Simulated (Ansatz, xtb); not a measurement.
Two isomers of C5H6N2Se

Structure X is `[H]/N=C\c1[se]cnc1C`, a singlet and structure Y is `C/C=C/c1ncn[se]1`, a singlet. Both are isolated molecules in the gas phase, relaxed with PBE0-D3(BJ)/def2-SVP; the shapes shown needn't be the lowest conformers.

X (Å):

| atom | x (Å) | y (Å) | z (Å) |
| --- | --- | --- | --- |
| C | -0.3000 | 1.3862 | 3.5312 |
| C | -0.0111 | 0.8000 | 2.1841 |
| C | 0.1680 | 1.0138 | -0.0251 |
| C | 0.3440 | -0.5170 | 1.9517 |
| C | 0.5013 | -1.5639 | 2.9519 |
| N | -0.0997 | 1.6131 | 1.0875 |
| N | 0.8228 | -2.7863 | 2.8006 |
| Se | 0.6058 | -0.7924 | 0.1218 |
| H | -0.5541 | 2.4459 | 3.4069 |
| H | -1.1450 | 0.8812 | 4.0232 |
| H | 0.5690 | 1.3133 | 4.2026 |
| H | 0.1464 | 1.5090 | -0.9997 |
| H | 0.3087 | -1.2257 | 3.9842 |
| H | 0.9809 | -3.0040 | 1.8088 |

Y (Å):

```
atom    x (Å)    y (Å)   z (Å)
   C  -1.3957   2.3067  1.9721
   C  -0.3578   1.2451  2.0110
   C  -0.5589  -0.0175  2.4244
   C   0.5004  -1.0106  2.4382
   C   2.4872  -1.9361  2.1955
   N   1.7353  -0.8107  2.0653
   N   2.0012  -3.0619  2.6424
  Se   0.2563  -2.7833  3.0087
   H  -2.3729   1.9468  2.3247
   H  -1.5165   2.6966  0.9473
   H  -1.0963   3.1678  2.5931
   H   0.6542   1.5044  1.6780
   H  -1.5490  -0.3339  2.7682
   H   3.5455  -1.8969  1.9138
```

Quicker runs give these differences E(Y) − E(X): GFN2-xTB −0.477 eV; HF/STO-3G −0.110 eV (at GFN2-xTB geometries); r2SCAN-D4/def2-SVP +0.035 eV (at GFN2-xTB geometries).

Problem. Estimate which is lower in electronic energy at CCSD(T)/def2-SVP + ΔMP2/def2-TZVPP, and by roughly how much.

Solution. Too close to call at this level: CCSD(T)/def2-SVP + ΔMP2/def2-TZVPP gives E(Y) − E(X) = +0.017 eV.

How the difference moves with the method:

```json
{"level": "GFN2-xTB", "geometry": "GFN2-xTB", "E(Y) − E(X) (eV)": "−0.477", "departure from the last row (eV)": "−0.493", "job, with rough time for the two": "optimisation, 0.32 s"}
{"level": "HF/STO-3G", "geometry": "GFN2-xTB", "E(Y) − E(X) (eV)": "−0.110", "departure from the last row (eV)": "−0.126", "job, with rough time for the two": "single point, 0.68 s"}
{"level": "r2SCAN-D4/def2-SVP", "geometry": "GFN2-xTB", "E(Y) − E(X) (eV)": "+0.035", "departure from the last row (eV)": "+0.018", "job, with rough time for the two": "single point, 5 s"}
{"level": "PBE0-D3(BJ)/def2-SVP", "geometry": "PBE0-D3(BJ)/def2-SVP", "E(Y) − E(X) (eV)": "+0.061", "departure from the last row (eV)": "+0.045", "job, with rough time for the two": "optimisation, 41 s"}
{"level": "HF/def2-SVP", "geometry": "PBE0-D3(BJ)/def2-SVP", "E(Y) − E(X) (eV)": "+0.010", "departure from the last row (eV)": "−0.007", "job, with rough time for the two": "part of the CCSD(T) run"}
{"level": "MP2/def2-SVP", "geometry": "PBE0-D3(BJ)/def2-SVP", "E(Y) − E(X) (eV)": "+0.129", "departure from the last row (eV)": "+0.112", "job, with rough time for the two": "part of the CCSD(T) run"}
{"level": "CCSD(T)/def2-SVP", "geometry": "PBE0-D3(BJ)/def2-SVP", "E(Y) − E(X) (eV)": "+0.068", "departure from the last row (eV)": "+0.051", "job, with rough time for the two": "single point"}
{"level": "CCSD(T)/def2-SVP + ΔMP2/def2-TZVPP", "geometry": "PBE0-D3(BJ)/def2-SVP", "E(Y) − E(X) (eV)": "+0.017", "departure from the last row (eV)": "", "job, with rough time for the two": "single point, 2.7 min"}
```

As drawn, Y has 1 C=C, 1 C∷N, 1 N∷Se, 1 C–H in place of 1 N–H, 1 C=N, 1 C∷Se, 1 C∷C (∷ is an aromatic bond).

The largest departure from CCSD(T)/def2-SVP + ΔMP2/def2-TZVPP is that of GFN2-xTB, 0.493 eV. The last row adds to CCSD(T) the change of the MP2 difference between the two basis sets, here −0.051 eV.

With thermal terms from frequencies at re-optimised GFN2-xTB minima (ideal gas, soft modes damped towards free rotors, one conformer each, 298.15 K, 1 atm): on the last row, ΔE + ΔZPE = +0.028, ΔH = +0.024, ΔG = +0.029 eV.

The correlated steps freeze 16 core orbitals; the filled d shell of Se is correlated, in a basis made for valence electrons. Programs: Ansatz 0.2.0, xtb 6.7.1; the last row on 4 threads of Arm Neoverse V1 on a shared host.
